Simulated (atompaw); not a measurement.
**What one change does to a pseudopotential (dysprosium, PAW (atompaw))**

```
Element                 : Dy
Generator               : atompaw 4.2.0.5
Type                    : PAW
Functional              : PBEsol
Relativity              : scalar-relativistic
Frozen core             : [Xe] 4f9
Valence charge          : 3
Reference configuration : 5d1 6s2 6p0
Partial waves           : 6s (bound): rc 3.00 bohr; 6s channel at 3.95 Ry: rc 3.00 bohr; 6p (bound, empty): rc 3.00 bohr; 6p channel at 1.6 Ry: rc 3.00 bohr; 5d (bound): rc 3.00 bohr; 5d channel at 1.55 Ry: rc 3.00 bohr
Local potential         : bessel scheme, radius 2.10 bohr
Core correction         : smooth core density matched at 2.20 bohr
Augmentation charge     : sinc compensation charge, radius 2.80 bohr; PAW radius 3.00 bohr; waves and projectors: custom polynom vanderbiltortho
```

Change: augmentation sinc compensation charge, radius 2.80 bohr; PAW radius 3.00 bohr; waves and projectors: custom polynom2 7 10 vanderbiltortho.

Cutoffs: the cutoffs (Ry, on a coarse ladder) from which the occupation-weighted sum of valence levels, in a spherical-Bessel basis at the reference potential, stays within 10 and 1 mRy of its value at 400 Ry; they do not see the model core or the augmentation charge, which bear on the density cutoff.

Task: What does the change do?

Result: The potential gets harder (8 Ry and 10 Ry → 10 Ry and 21 Ry); the bound ghost in p, s disappears; the range in which the s phases agree narrows (upper end at the end of the scan → 2.9); the range in which the p phases agree narrows (upper end at the end of the scan → 0.1).

```csv
quantity,base,changed
"cutoff, loose",8 Ry,10 Ry
"cutoff, tight",10 Ry,21 Ry
loose cutoff by channel (10 mRy a level),"s 6 Ry, d 8 Ry","s 6 Ry, d 10 Ry"
bound ghosts,"s, p",none
s: phases at 3.00 bohr within 0.05 rad from the reference energy up to (Ry; the scan ends near 5),to the end of the scan,2.9
p: phases at 3.00 bohr within 0.05 rad from the reference energy up to (Ry; the scan ends near 5),to the end of the scan,0.1
d: phases at 3.00 bohr within 0.05 rad from the reference energy up to (Ry; the scan ends near 5),to the end of the scan,2.4
lowest overlap eigenvalue by channel,"s 0.02, p 0.58, d 0.92","s 0.79, p 0.83, d 0.88"
```

 A true bound ghost makes a file unfit for plane-wave use even where its test errors are small: the radial tests pick states by their node count and pass the ghost by. The cutoffs see the waves, projectors and local potential, not the compensation charge or the core.
